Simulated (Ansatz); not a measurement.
The cluster W4⁻. Charge -1, multiplicity 2. Geometry PBE0-D4/def2-SVP, that of the neutral singlet; atoms count from 1.

Cartesian coordinates in Å:
```
W -0.709 -0.766 1.167
W 0.359 1.269 -0.845
W -1.029 -0.512 -1.063
W 1.379 0.009 0.741
```

In the def2 sets W takes a core potential; there is no spin–orbit coupling. Another isomer (singlet) lies 0.08 eV lower at PBE0-D4/def2-TZVP.

(1) Estimate the Mulliken populations from the PBE0/def2-TZVPD orbitals of Ansatz.

(2) Where does the spin sit?

(3) And the Mayer bond orders between bonded heavy atoms (over 0.3)?

## Answers

(1) 
```
atom  charge (e)  spin (α − β)  d electrons
  W1       -0.25          0.25         4.54
  W2       -0.25          0.25         4.54
  W3       -0.25          0.25         4.54
  W4       -0.25          0.25         4.54
```
Mulliken values and Mayer orders depend strongly on the basis. With diffuse functions, as here, like atoms can get unlike values, and bond orders can come out too low or too high.

(2) Summed by element: W 1.00, of 1 unpaired in all. Largest on single atoms: W1 0.25, W2 0.25, W3 0.25.

(3) W1–W2 0.62 (3.05 Å); W1–W3 2.98 (2.27 Å); W1–W4 2.98 (2.27 Å); W2–W3 2.98 (2.27 Å); W2–W4 2.98 (2.27 Å); W3–W4 0.62 (3.05 Å).
